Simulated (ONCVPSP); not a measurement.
What one change does to a pseudopotential (lithium, ONCV)

ONCVPSP 4.0.1 input, shortened (lines: element, Z, core and valence counts, functional; n l f; lmax; l rc ep ncon nbas qcut; lloc lpopt rc5 dvloc0; l nproj debl; icmod fcfact rcfact), PBEsol, scalar-relativistic:

```
  Li 3.00    0    2  -116133      upf
    1    0    2.00
    2    0    1.00
    2
    0    1.05    0.00    4    8   10.50
    1    1.00    0.38    4    7    9.40
    2    1.05    0.17    3    6   10.70
    4    5    1.00   -1.00
    0    2    2.50
    1    2    1.00
    2    1    2.60
    0    0.00    0.00
```

All-electron outer shells of the reference configuration (PBEsol, scalar-relativistic, ld1.x):

```csv
shell,level (eV),outermost node (bohr),outermost maximum (bohr)
1s,-51.37,–,0.36
2s,-2.82,0.84,3.16
```

Change: p: rc 0.68; local potential polynomial inside 0.68 bohr (lpopt 5, dvloc0 -1 Ha).

Cutoffs: the cutoffs (Ha) at which the residual kinetic energy of the hardest occupied pseudo-wave falls to 1 and 0.1 mHa per electron; they do not see the model core or the augmentation charge, which bear on the density cutoff. Errors are all-electron minus pseudo energies relative to the spin-unpolarised reference configuration.

**Question.** What does the change do?

**Answer.** The potential gets neither clearly harder nor softer (43 Ha and 50 Ha → 43 Ha and 50 Ha); a bound ghost appears in p, which as a rule spoils a file; the errors of the 4 common tests hardly move.

| quantity | base | changed |
| --- | --- | --- |
| cutoff, loose | 43 Ha | 43 Ha |
| cutoff, tight | 50 Ha | 50 Ha |
| bound ghosts | none | p |
| GHOST(+) flags under 300 eV | none | none |
| error for 1s2 2s0, meV [ΔE 5.19 eV] | +0.3 | +0.3 |
| error for 1s2 2s0.5, meV [ΔE 2.01 eV] | 0.0 | 0.0 |
| error for 1s2 2s0 2p1, meV [ΔE 1.76 eV] | +0.4 | +0.3 |
| error for 1s1 2s1, meV [ΔE 67.78 eV] | +705 | +702 |
| s: phases at 1.06 bohr within 0.05 rad from the reference energy up to (Ha; the scan ends near 5) | to the end of the scan | to the end of the scan |
| d: phases at 1.06 bohr within 0.05 rad from the reference energy up to (Ha; the scan ends near 5) | to the end of the scan | to the end of the scan |

 A true bound ghost makes a file unfit for plane-wave use even where its test errors are small: the radial tests pick states by their node count and pass the ghost by.
